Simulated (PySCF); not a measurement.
Choosing a molecule for a target property.

Species are written as SMILES; each is one conformer at its optimised geometry, gas phase, non-relativistic unless stated; the electronic structure was computed with PySCF and density fitting.

The conformers computed, where there is a choice (atom-mapped SMILES and torsion angles):
- `[CH3:1][CH:2]([CH3:3])[CH2:4][C:5](=[O:6])[O:7][SiH3:8]`: C1–C2–C4–C5 168°, C2–C4–C5–O6 -19°, C4–C5–O7–Si8 178°
- `[CH2:1]=[CH:2][CH2:3][C@H:4]([CH3:5])[F:6]`: C1–C2–C3–C4 -122°, C2–C3–C4–C5 57°
- `[CH:1]#[C:2][CH2:3][C@H:4]([F:5])[SiH2:6][N:7]([CH3:8])[CH3:9]`: C2–C3–C4–F5 -168°, C3–C4–Si6–N7 -163°, C4–Si6–N7–C8 -44°
- `[CH3:1]/[CH:2]=[CH:3]/[P@H:4](=[S:5])[CH2:6][C:7]([CH3:8])=[O:9]`: C2–C3–P4–S5 3°, C3–P4–C6–C7 -164°, P4–C6–C7–C8 -102°
- `[CH3:1][O:2][SiH2:3][O:4][CH2:5][CH:6]1[CH2:7][CH2:8]1`: C1–O2–Si3–O4 -178°, O2–Si3–O4–C5 -179°, Si3–O4–C5–C6 86°, O4–C5–C6–C7 87°
- `[CH3:1]/[N:2]=[C:3]1/[CH:4]=[C:5]([C:6](=[O:7])[OH:8])[CH2:9]1`: C4–C5–C6–O7 -177°, H–O8–C6–C5 -179°

The conformers of `CCO[Si@H]1CCCO1` aren't listed.

Problem. Wanted: dipole moment above 3 D (PBE0/pcSseg-1) and smallest rotational constant below 0.6 GHz (GFN2-xTB), at GFN2-xTB geometries. Which candidate meets both?
A. `C#CC[C@H](F)[SiH2]N(C)C`
B. `C/C=C/[P@H](=S)CC(C)=O`
C. `O=C(CC(C)C)O[SiH3]`
D. `C=CC[C@H](C)F`

Solution. B. Computed values:
```
                species  dipole moment  smallest rotational constant
C#CC[C@H](F)[SiH2]N(C)C         1.32 D                     0.634 GHz
     O=C(CC(C)C)O[SiH3]         1.51 D                     0.699 GHz
          C=CC[C@H](C)F         1.72 D                     2.012 GHz
 C/C=C/[P@H](=S)CC(C)=O         4.67 D                     0.535 GHz
```

Problem. Wanted: HOMO–LUMO gap between 7.5 eV and 8 eV (PBE0/pcSseg-1) and HOMO energy below -6.6 eV (PBE0/pcSseg-1), at GFN2-xTB geometries. Which candidate meets both?
A. `C(C[C@H](C)F)=C`
B. `CO[SiH2]OCC1CC1`
C. `C#CC[C@H](F)[SiH2]N(C)C`
D. `CCO[Si@H]1CCCO1`
E. `C(C1=C/C(C1)=N/C)(=O)O`
F. `CC(C)CC(=O)O[SiH3]`
G. `C/C=C/[P@H](=S)CC(C)=O`

Solution. A. Computed values:
```
                species  HOMO–LUMO gap  HOMO energy
 C(C1=C/C(C1)=N/C)(=O)O        5.06 eV     -7.26 eV
 C/C=C/[P@H](=S)CC(C)=O        5.72 eV     -6.77 eV
C#CC[C@H](F)[SiH2]N(C)C        7.05 eV     -6.41 eV
        C(C[C@H](C)F)=C        7.88 eV     -7.59 eV
     CC(C)CC(=O)O[SiH3]        8.23 eV     -8.15 eV
        CO[SiH2]OCC1CC1        8.60 eV     -7.89 eV
        CCO[Si@H]1CCCO1        8.71 eV     -7.73 eV
```
